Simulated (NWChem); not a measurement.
System: CH$_{3}$BrMgO; SMILES C[O][Mg][Br]

Here is an NWChem input.

```
start job
memory heap 200 mb stack 900 mb global 1100 mb
geometry units angstroms noautosym nocenter noautoz
  Mg     0.290155    -0.228263    -0.364179
  Br    -0.889139     0.736063     1.419935
  O      1.175340    -0.952027    -1.703317
  C      1.866346    -1.516370    -2.747700
  H      2.265561    -0.752307    -3.443926
  H      2.731701    -2.114477    -2.399427
  H      1.230019    -2.195416    -3.349259
end
basis spherical
  Mg library def2-svpd
  Br library def2-svpd
  O library def2-svpd
  C library def2-svpd
  H library def2-svpd
end
dft
  xc b3lyp
  iterations 150
end
property
  response 1 0.0
end
task dft property
```

Structure relaxed at the PBE0/def2-SVP level. B3LYP is NWChem's, with the RPA form of VWN correlation.

Static field.

Q: What results follow from this input? (B3LYP/def2-SVPD.) Quantities: isotropic polarisability (bohr³); anisotropy (bohr³).

A: 
```
Property                          Result
--------------------------------  ------
isotropic polarisability (bohr³)    62.2
anisotropy (bohr³)                  26.6
```
